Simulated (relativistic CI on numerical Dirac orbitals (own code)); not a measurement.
# Cr3+: 3d valence photoemission

Computed with this model: Dirac-Coulomb-Breit CI, KLI orbitals optimised for each configuration, QED by a radiative potential, valence Slater integrals scaled by 0.8, multiplet model of photoemission in the sudden approximation; configurations [Ar] 3d3 → [Ar] 3d2; 300 K; Lorentzian 0.21 eV and Gaussian 0.5 eV FWHM. Energies are those of the free ion, without screening or charge transfer. The energies are binding energies and can lie tens of eV above those of solids. S is read from ⟨S²⟩ = S(S + 1).

Field parameters in Wybourne normalisation: Oh B⁴₀ = 21Dq, B⁴₄ = √(5/14) B⁴₀. The field is a parameter set, without covalency.

free ion: ground-state S = 1.50, centroid 48.15 eV. Peaks (eV, height): 47.8 (100), 49.7 (26).

Oh, 10Dq = 4100 cm⁻¹: ground-state S = 1.50, centroid 48.35 eV. Peaks (eV, height): 48.1 (100), 50.3 (16).

Oh, 10Dq = 11400 cm⁻¹: ground-state S = 1.50, centroid 48.71 eV. Peaks (eV, height): 48.5 (100), 51.5 (8).

Oh, 10Dq = 18650 cm⁻¹: ground-state S = 1.50, centroid 49.07 eV. Peaks (eV, height): 48.9 (100).

Oh, 10Dq = 25900 cm⁻¹: ground-state S = 1.50, centroid 49.43 eV. Peaks (eV, height): 49.3 (100).

Oh, 10Dq = 33150 cm⁻¹: ground-state S = 1.50, centroid 49.79 eV. Peaks (eV, height): 49.7 (100).

Strongest unbroadened transitions for Oh, 10Dq = 18650 cm⁻¹:

```tsv
Energy (eV)	Relative strength
48.89	100.0
48.94	59.1
48.96	19.6
50.71	0.0
51.02	0.0
52.58	0.3
52.65	3.3
52.67	2.5
52.68	1.7
53.02	0.0
```
